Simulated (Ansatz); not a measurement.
Species: InH2, charge 0, multiplicity 2. SMILES: [InH2]
Coordinates optimised at B3LYP-D3(BJ)/def2-TZVP (Ansatz, a program for electronic structure):
```
In
H 1 1.7731
H 1 1.7731 2 119.92
```
Charge 0, spin multiplicity 2.

Question: Give the harmonic wavenumbers at B3LYP-D3(BJ)/def2-TZVP (Ansatz, finite differences of forces, unscaled).

Answer: 603, 1560, 1634 cm⁻¹. Zero-point energy 5.4 kcal/mol.

Question: From these and the geometry, give the ideal-gas thermochemistry at 298.15 K and 1 atm (rigid rotor, harmonic oscillator).

Answer: Point group C2v, rotational symmetry number 2. Rotational constants 323.7, 106.4, 80.09 GHz. S(trans) 40.18, S(rot) 14.04, S(vib) 0.46, S(elec, spin only) 1.38, S 56.1 cal/(mol K). H(298) - H(0) 2.47 kcal/mol; G - E(el) -8.8 kcal/mol.
